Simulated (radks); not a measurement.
The nitrogen anion N- inside a hard spherical wall (all orbitals vanish at R), configuration held at [He] 2s2 2p4 and not refilled when levels cross. Calculated with a radial shooting solver on a logarithmic mesh with Libxc functionals: scalar-relativistic Kohn-Sham, LDA (Slater exchange, VWN5 correlation), spin-polarised, spherical densities, point nucleus; open shells are filled with parallel spins first. Eigenvalues in eV for spin up, with the zero of energy where the potential of the charges vanishes at infinity; a dash marks a level that is unbound or too diffuse for the functional's potential to be trusted. A positive occupied level is held by the wall or, in an anion where self-interaction has pushed it up, behind a barrier. The pressure on the wall is -dE/dV.

R (bohr),E (hartree),kinetic (hartree),e(1s),e(2s),e(2p),"e(3s, empty)","e(3p, empty)",pressure (GPa)
20,-54.18647,53.966,-373.19,-11.992,-0.984,1.667,1.880,0.00577
12,-54.17775,53.946,-371.42,-10.162,0.745,3.572,4.353,0.0195
10,-54.17487,53.945,-370.95,-9.690,1.179,4.535,5.728,0.0431
8,-54.16895,53.957,-370.31,-9.115,1.717,6.215,8.097,0.177
2.5,-52.64307,58.587,-340.07,11.535,24.517,87.198,87.781,934
1.5,-44.22877,76.695,-277.99,78.759,87.327,324.18,281.71,22800
